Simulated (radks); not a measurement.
All-electron atom: Sm4+ in [Xe] 4f4 (the NIST ground configuration). Calculated with a radial shooting solver on a logarithmic mesh with Libxc functionals: non-relativistic Kohn-Sham, SOGGA, spin-polarised, spherical densities, point nucleus; open shells are filled with parallel spins first (spin-orbit coupling, left out, can overturn this in heavy ions); relativity is left out, which matters for an element this heavy.

Local quantities along the radius. ELF = 1/(1 + alpha^2) is the electron localisation function; alpha = (tau - tau_W)/tau_unif compares the Pauli kinetic energy density with that of the uniform gas (summed over spins).

```
   r/bohr * ELF (the largest magnitude, 0.999, reaches the edge; | marks zero)
 0.001624 |                                                      *
 0.002131 |                                                      *
  0.00282 |                                                      *
 0.003701 |                                                      *
 0.004897 |                                                      *
 0.006479 |                                                      *
 0.008505 |                                                      *
  0.01125 |                                                     *
  0.01477 |                                                    *
  0.01954 |                                             *
  0.02586 |                             *
  0.03394 |                 *
  0.04491 |                     *
  0.05895 |                                  *
  0.07799 |                                       *
   0.1032 |                            *
   0.1355 |                  *
   0.1792 |                               *
   0.2352 |                                        *
   0.3113 |                      *
   0.4118 |              *
   0.5406 |                                      *
   0.7153 |                                    *
   0.9388 |                *
    1.242 |                       *
    1.644 |                                         *
    2.157 |                                    *
    2.854 |          *
    3.747 *
    4.957 *
```

On this mesh the ELF has minima near r = 0.039, 0.14, 0.36, 1.1 bohr, which separate the shells, and maxima near 0.078 (0.73), 0.24 (0.74), 0.62 (0.75), 1.6 (0.76).

Self-consistent cycle (total energy in hartree, residual of the potential): 1: -10022.15980, 1e+01; 2: -10028.56902, 5e+00; 3: -10030.62491, 5e-01; 4: -10030.63115, 4e-01; 5: -10030.65613, 1e-02; 6: -10030.65623, 1e-03; 7: -10030.65623, 1e-03; 8: -10030.65623, 4e-04; 9: -10030.65623, 3e-05; 10: -10030.65623, 2e-05; 11: -10030.65623, 8e-06; 12: -10030.65623, 8e-07; 13: -10030.65623, 1e-08; 14: -10030.65623, 2e-10.
